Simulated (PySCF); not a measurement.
## Radial density of Sc³⁺ (scandium, charge +3)

M06-2X, [Ar], closed-shell 1S. Calculation: PySCF 2.14, in def2-TZVP; the non-relativistic Hamiltonian (point nucleus).

| r (bohr) | 4πr²ρ (e/bohr) |
| --- | --- |
| 0.00103 | 0.07948 |
| 0.00174 | 0.2190 |
| 0.00293 | 0.5880 |
| 0.00492 | 1.532 |
| 0.00828 | 3.761 |
| 0.0139 | 8.409 |
| 0.0234 | 16.01 |
| 0.0394 | 23.49 |
| 0.0663 | 23.40 |
| 0.112 | 18.29 |
| 0.188 | 23.93 |
| 0.315 | 22.53 |
| 0.531 | 7.557 |
| 0.893 | 8.684 |
| 1.50 | 3.831 |
| 2.53 | 0.1829 |
| 4.25 | 0.0002505 |
